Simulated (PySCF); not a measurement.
Dipole moment and polarisability across levels of theory

AsBH6OSi.
SMILES: `[SiH3]OB[AsH2]`

PySCF, dipoles from the SCF density, polarisabilities from static response with core orbitals frozen. One conformer (not necessarily the lowest) at the PBE0-D3(BJ)/def2-SVP geometry, without solvent, vibrations or thermal averaging. Relativistic effects, spin–orbit coupling among them, are left out although an element past zinc is present.

The anisotropy is √(½[(α1 − α2)² + (α2 − α3)² + (α3 − α1)²]).

| level | μ (D) | α (Å³) | anisotropy (Å³) |
| --- | --- | --- | --- |
| LDA/def2-SVPD | 1.360 | 12.24 | 3.98 |
| PBE/def2-SVPD | 1.312 | 12.00 | 3.87 |
| B3LYP/def2-SVPD | 1.267 | 11.59 | 3.46 |
| PBE0/def2-SVPD | 1.293 | 11.52 | 3.44 |
| BHandHLYP/def2-SVPD | 1.238 | 11.13 | 3.07 |
| CAM-B3LYP/def2-SVPD | 1.286 | 11.40 | 3.27 |
| wB97X-D/def2-SVPD | 1.295 | 11.46 | 3.24 |
| LC-wPBE/def2-SVPD | 1.326 | 11.17 | 3.15 |
| HF/def2-SVPD | 1.206 | 10.67 | 2.61 |
| PBE0/6-31G* | 1.566 | 9.29 | 3.73 |
| PBE0/def2-SVP | 1.459 | 9.87 | 3.47 |
| PBE0/aug-cc-pVDZ | 1.325 | 11.74 | 3.49 |
| PBE0/def2-TZVP | 1.248 | 10.96 | 3.46 |
| PBE0/def2-TZVPD | 1.245 | 11.65 | 3.44 |

The dipole runs from 1.21 D (HF/def2-SVPD) to 1.57 D (PBE0/6-31G*). No reference polarisability is at hand; against PBE0 in the largest diffuse basis at hand (def2-TZVPD) the other PBE0 rows deviate by 6-31G* -20%, def2-SVP -15%, def2-SVPD -1%, aug-cc-pVDZ +1%, def2-TZVP -6%. In one basis (def2-SVPD) the functionals order the polarisability from HF (lowest) to LDA (highest), a spread of 15%. With PBE0 the polarisability is 10.04 Å³ without diffuse functions (mean of 6-31G*, def2-SVP and def2-TZVP) and 11.64 Å³ with them (mean of def2-SVPD, aug-cc-pVDZ and def2-TZVPD).
